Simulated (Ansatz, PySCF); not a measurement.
Gas-phase reaction in SMILES: [SiH3]c1ccsc1 [thiophen-3-ylsilane] + 8 [H][H] (H2) -> 4 C (CH4) + S (H2S) + [SiH4] (SiH4)
Geometries: B3LYP-D3(BJ)/def2-TZVP minima from Ansatz (a quantum-chemistry and plane-wave program). Unstable Hartree-Fock reference: [SiH3]c1ccsc1.

Property: energy of full hydrogenation (enthalpy at 298 K, with B3LYP-D3(BJ) rigid-rotor harmonic-oscillator terms from PySCF), in eV. Cores are frozen in the correlated levels unless marked. Spin-orbit coupling is left out. Non-relativistic. CBS(X,Y): correlation extrapolated as X^-3; Hartree-Fock from the larger set.

```csv
level,program,energy of full hydrogenation (eV)
BLYP/def2-TZVPD,Ansatz,-4.44
revPBE-D3(BJ)/def2-TZVPD,Ansatz + dftd3,-3.95
BHLYP-D3(BJ)/def2-TZVPD,Ansatz + dftd3,-5.20
r2SCANh-D4/def2-TZVPD,Ansatz + dftd4,-4.64
r2SCAN0/def2-TZVPD,Ansatz,-4.96
HSE06-D4/def2-TZVPD,Ansatz + dftd4,-4.81
CAM-B3LYP-D3(BJ)/def2-TZVPD,Ansatz + dftd3,-5.02
```

Task: Estimate the value at CCSD(T)/CBS(cc-pV(T+d)Z,cc-pV(Q+d)Z) as computed with Ansatz.

Result: -4.59 eV, so CAM-B3LYP-D3(BJ)/def2-TZVPD differs from it by -0.43 eV.
